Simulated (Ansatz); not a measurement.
SiH2Me(NEt2) (C5H15NSi). Charge 0, multiplicity 1. Geometry PBE-D4/def2-SVP.

Cartesian coordinates in Å:
```
Si -0.5871 0.2456 -1.6561
H 0.3143 -0.3645 -2.7005
H -2.0112 -0.2062 -1.8714
C -0.5375 2.1302 -1.8337
H -0.9157 2.4414 -2.8304
H 0.4967 2.5157 -1.7225
H -1.1688 2.6180 -1.0627
N -0.0619 -0.3789 -0.1065
C 1.3393 -0.6725 0.1719
C 2.1247 0.4829 0.8075
C -0.9780 -0.4212 1.0304
C -1.3747 -1.8412 1.4496
H 1.8317 -0.9705 -0.7794
H 1.4068 -1.5689 0.8314
H 2.1540 1.3633 0.1332
H 1.6677 0.8094 1.7643
H 3.1709 0.1826 1.0246
H -0.5420 0.1191 1.9048
H -1.8969 0.1485 0.7712
H -1.8858 -2.3651 0.6167
H -0.4885 -2.4449 1.7336
H -2.0580 -1.8228 2.3238
```

Q: Estimate the orbital energies around the gap (eV) in Ansatz with HF/6-31G, LDA (SPW92)/def2-TZVP, r2SCAN-D4/def2-TZVP, r2SCANh-D4/def2-TZVPD, PBE0-D4/def2-TZVP.

A: 
```tsv
orbital	HF/6-31G	LDA (SPW92)/def2-TZVP	r2SCAN-D4/def2-TZVP	r2SCANh-D4/def2-TZVPD	PBE0-D4/def2-TZVP
HOMO−5	-13.62	-8.76	-9.06	-9.59	-10.17
HOMO−4	-12.89	-8.20	-8.47	-8.98	-9.56
HOMO−3	-12.30	-7.73	-7.98	-8.47	-9.00
HOMO−2	-12.22	-7.64	-7.93	-8.42	-8.96
HOMO−1	-12.10	-7.58	-7.83	-8.34	-8.90
HOMO	-9.05	-4.99	-5.08	-5.57	-6.13
LUMO	4.97	-0.25	0.50	0.34	0.83
LUMO+1	5.08	0.16	0.93	0.72	1.16
LUMO+2	6.09	0.41	1.21	1.00	1.46
LUMO+3	6.52	0.86	1.63	1.21	1.91
LUMO+4	6.90	1.02	1.89	1.31	2.05
LUMO+5	7.15	1.18	2.05	1.51	2.19
```
